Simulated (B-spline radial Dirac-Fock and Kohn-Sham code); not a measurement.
## How the binding energies of Dy⁵¹⁺ add up

System: the Dy⁵¹⁺ ion, configuration 1s2 2s2 2p6 3s2 3p3; nuclear rms radius 5.2218 fm (A = 164).

These are calculated numbers from a B-spline atomic structure program; the model is Dirac-Fock (average of configuration) total-energy differences with a finite nucleus, the Breit interaction including its frequency dependence, and self-energy and vacuum-polarisation corrections. The model has no electron correlation. Energies are counted from the vacuum level. Subshells whose hole state is unreliable or did not converge are left out.

All terms are in eV, carry their sign (relaxation lowers the binding energy) and add up to the binding energy; ⟨r⟩ is the mean radius of the orbital in the initial state.

| subshell | −ε (Koopmans) | relaxation | Gaunt | retardation | self-energy | vacuum polarisation | binding energy | ⟨r⟩ (bohr) |
| --- | --- | --- | --- | --- | --- | --- | --- | --- |
| K (1s) | 57768.0 | -29.15 | -171.36 | 14.58 | -98.21 | 16.52 | 57500.4 | 0.021 |
| L1 (2s) | 12618.1 | -5.66 | -18.23 | 1.17 | -13.81 | 2.16 | 12583.7 | 0.088 |
| L3 (2p3/2) | 11362.9 | -6.76 | -21.10 | 4.08 | -0.91 | -0.09 | 11338.1 | 0.080 |
| M1 (3s) | 4995.1 | -0.61 | -4.51 | 0.46 | -3.70 | 0.56 | 4987.3 | 0.214 |
| M2,3 (3p) | 4705.3 | -0.67 | -5.98 | 1.17 | -0.23 | -0.01 | 4699.6 | 0.212 |

For the deepest level, K (1s), the Breit terms make up -0.273 % of the binding energy, QED -0.142 % and orbital relaxation -0.051 %.

Going to the tabulated ground configuration of the next ion removes an electron from M2,3 (3p), computed at 4699.6 eV. NIST lists 4629 ± 4 eV as the ionisation energy of this species (theoretical), -70.55 eV from the computed value. Where a p, d or f shell is open in either ion the computed value averages over both j values and all terms, while the table refers to the lowest levels; that difference holds spin-orbit splitting (largest in heavy or highly charged ions), term energies where several electrons share open shells, and correlation, and it can reach 10 % or more.
